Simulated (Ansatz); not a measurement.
Program: Ansatz 0.2.0.

A structure relaxed at PBE0-D4/def2-TZVP, charge 0, multiplicity 1:

Cartesian coordinates in Å:
```
C -1.1120 -1.8407 0.6079
Te -0.5247 -1.8929 -1.4639
Al 0.6421 0.3251 -1.6024
Si 0.8069 1.8068 0.3445
H -0.5699 -2.6213 1.1357
H -0.8802 -0.8675 1.0323
H -2.1825 -2.0251 0.6549
H 1.2544 0.6785 -3.0226
H 0.0330 1.3188 1.5210
H 2.2278 1.9463 0.7759
H 0.3051 3.1720 0.0166
```

Problem. Give its formula and SMILES.

Solution. CH7AlSiTe, `C[Te][AlH][SiH3]`.

Problem. Summarise the bond lengths by kind.

Solution. 1 × C–Te 2.154 Å; 3 × C–H 1.087 Å; 1 × Al–Te 2.510 Å; 1 × Al–Si 2.452 Å; 1 × Al–H 1.586 Å; 3 × H–Si 1.490 to 1.491 Å.
